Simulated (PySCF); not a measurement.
**Copper: a sound run and one with changed settings**

Sound run: Cu [Ar] 3d10 4s1, Cu⁺ [Ar] 3d10. Computed with PySCF 2.14 in jorge-DZP-DKH (8s6p2d1f, 43 functions), with scalar relativity by spin-free X2C-1e. The sound run starts from symmetry-adapted Hartree-Fock orbitals and uses a fine grid where one is needed.

Changed run: 6 angular points. This setting is unsound on purpose.

```json
{"species": "Cu", "method": "UHF", "sound run (hartree)": "-1653.03659", "changed run (hartree)": "-1653.03659", "converged": "yes"}
{"species": "Cu", "method": "B3LYP", "sound run (hartree)": "-1654.69914", "changed run (hartree)": "-1658.41544", "converged": "yes"}
{"species": "Cu", "method": "LDA", "sound run (hartree)": "-1651.78792", "changed run (hartree)": "-1657.35503", "converged": "yes"}
{"species": "Cu⁺", "method": "UHF", "sound run (hartree)": "-1652.79970", "changed run (hartree)": "-1652.79970", "converged": "yes"}
{"species": "Cu⁺", "method": "B3LYP", "sound run (hartree)": "-1654.41160", "changed run (hartree)": "-1658.11825", "converged": "yes"}
{"species": "Cu⁺", "method": "LDA", "sound run (hartree)": "-1651.49171", "changed run (hartree)": "-1657.06266", "converged": "yes"}
```

Ionisation energy of Cu:

| method | sound run (eV) | changed run (eV) |
| --- | --- | --- |
| UHF | 6.446 | 6.446 |
| B3LYP | 7.824 | 8.087 |

A coarse angular grid integrates products of high-l functions wrongly, so density functionals can shift, and the SCF can exploit the error; Hartree-Fock and MP2 need no grid.

For comparison, NIST gives 7.726 eV between the lowest levels.
